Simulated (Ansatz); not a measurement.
The input (input.yaml):

```yaml
crystal:
  periodic: [false, false, false]
  atoms:
    - { symbol: Si, position_ang: [0.093711, -0.124546, -0.167744] }
    - { symbol: H, position_ang: [-0.113719, 0.020312, 1.552256] }
    - { symbol: H, position_ang: [1.451149, 0.22785, -0.527256] }
    - { symbol: O, position_ang: [-0.765606, 1.265354, -0.31344] }
    - { symbol: H, position_ang: [-1.710541, 1.27903, -0.324452] }
    - { symbol: H, position_ang: [-0.72026, -1.228519, -0.651387] }
    - { symbol: Br, position_ang: [1.440712, -2.292743, 1.104154] }
    - { symbol: H, position_ang: [0.350853, -0.678339, 1.56687] }
basis:
  gaussian: { orbitals: def2-SVP }
hamiltonian:
  xc: hf
phonons: {}
```

Launched with:

```bash
$ ansatz run input.yaml --threads 1 --pin off --max-ram 2048MiB --backend cpu --events-out ev --progress --plain --runs-dir out
```

Hardware: 1 thread of Arm Neoverse V2, with other jobs on the host.

Roughly how long does this run take, and how much memory?

59 s, with a peak of 0.17 GiB, for 0 ionic steps.
